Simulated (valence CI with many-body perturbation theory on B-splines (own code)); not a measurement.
**Level structure of Ce XXVII**

Calculated by valence CI with perturbative core correlation (CI+MBPT): four valence electrons over a frozen Dirac-Fock core [Ar] 3d10, a basis of 9 s, 9 p, 8 d, 6 f, 3 g, 1 h functions for each j, with the one-electron correlation potential Σ1, the two-electron term Σ2, the three-electron term Σ3, Breit, model QED; selected CI, second order for the rest, scaled by the run's own slope (own B-spline code, finite nucleus).

No measured spectrum was set against this ion. As an estimate, large intervals hold to a few tenths of a per cent, small ones and those within an open d or f shell to about a per cent.

Levels 1 to 32 of 32, with energies above the lowest level, (4s^2 4p1/2^2) J=0. "Leading %" is the weight of the configuration and term that name the level; weights of strongly mixed levels are sums over their largest components and can fall short, so below about 35 % the name and the second component can differ from the true leading terms, or belong to a minority configuration. In the jj column 3d3/2^4 stands for four electrons in 3d with j = 3/2. Lifetimes count E1, E2, E3, M1 and M2 decay at the calculated energies, and are blank where another channel may lead or the interval is too uncertain; long ones can be off by a factor of two.

```tsv
No.	Configuration	Term	J	E (eV)	Leading %	Leading jj	Lifetime
1	4s2.4p2	3P	0	0.00	75	4s^2 4p1/2^2 (98 %)	
2	4s2.4p2	3P	1	22.15	99	4s^2 4p1/2 4p3/2 (99 %)	13.0 μs
3	4s2.4p2	1D	2	24.99	57	4s^2 4p1/2 4p3/2 (98 %)	1.26 ms
4	4s2.4p2	3P	2	49.29	57	4s^2 4p3/2^2 (98 %)	6.33 μs
5	4s2.4p2	1S	0	55.83	74	4s^2 4p3/2^2 (97 %)	3.72 μs
6	4s.4p3	5S°	2	79.78	52	4s 4p1/2^2 4p3/2 (87 %)	165 ps
7	4s.4p3	3D°	1	89.84	50	4s 4p1/2^2 4p3/2 (84 %)	17.0 ps
8	4s.4p3	3D°	2	100.74	52	4s 4p1/2 4p3/2^2 (88 %)	85.5 ps
9	4s.4p3	3D°	3	106.04	93	4s 4p1/2 4p3/2^2 (93 %)	85.8 ps
10	4s.4p3	3P°	0	111.88	95	4s 4p1/2 4p3/2^2 (95 %)	21.8 ps
11	4s.4p3	1D°	2	113.89	44	4s 4p1/2 4p3/2^2 (62 %)	22.5 ps
12	4s.4p3	3P°	1	114.43	50	4s 4p1/2 4p3/2^2 (86 %)	12.1 ps
13	4s.4p3	3S°	1	119.90	41	4s 4p1/2 4p3/2^2 (84 %)	4.52 ps
14	4s2.4p.4d	3F°	2	123.83	70	4s^2 4p1/2 4d3/2 (71 %)	15.8 ps
15	4s2.4p.4d	3F°	3	132.21	75	4s^2 4p1/2 4d5/2 (85 %)	13.3 ps
16	4s.4p3	3P°	2	133.64	31	4s^2 4p1/2 4d5/2 (49 %)	7.75 ps
17	4s2.4p.4d	3D°	1	134.09	47	4s^2 4p1/2 4d3/2 (89 %)	2.24 ps
18	4s2.4p.4d	3P°	2	135.65	42	4s^2 4p1/2 4d5/2 (41 %)	5.98 ps
19	4s.4p3	1P°	1	145.34	41	4s 4p3/2^3 (70 %)	4.03 ps
20	4s2.4p.4d	3F°	4	151.82	98	4s^2 4p3/2 4d5/2 (98 %)	14.2 μs
21	4s2.4p.4d	3D°	2	153.38	40	4s^2 4p3/2 4d3/2 (78 %)	2.67 ps
22	4s2.4p.4d	3P°	0	154.87	95	4s^2 4p3/2 4d3/2 (95 %)	3.13 ps
23	4s2.4p.4d	3D°	3	155.64	52	4s^2 4p3/2 4d3/2 (68 %)	2.61 ps
24	4s2.4p.4d	3P°	1	157.05	62	4s^2 4p3/2 4d3/2 (72 %)	2.85 ps
25	4s2.4p.4d	3P°	2	160.27	43	4s^2 4p3/2 4d5/2 (73 %)	3.51 ps
26	4s2.4p.4d	1F°	3	165.98	67	4s^2 4p3/2 4d5/2 (76 %)	2.53 ps
27	4s2.4p.4d	1P°	1	168.80	72	4s^2 4p3/2 4d5/2 (82 %)	3.32 ps
28	4p4	3P	2	173.46	52	4p1/2^2 4p3/2^2 (74 %)	15.8 ps
29	4s.4p2.4d	5F	1	178.56	62	4s 4p1/2^2 4d3/2 (86 %)	72.6 ps
30	4s.4p2.4d	5F	2	181.26	45	4s 4p1/2^2 4d3/2 (56 %)	23.9 ps
31	4p4	1S	0	181.79	46	4p1/2^2 4p3/2^2 (84 %)	8.98 ps
32	4s.4p2.4d	5D	3	186.69	32	4s 4p1/2^2 4d5/2 (77 %)	18.1 ps
```

The ionisation energy to 4s2.4p 2P°_1/2 of the next ion comes out as 926.06 eV (NIST: 924 ± 4 eV (theoretical)). All 32 levels together are meant to be complete up to 189.07 eV.
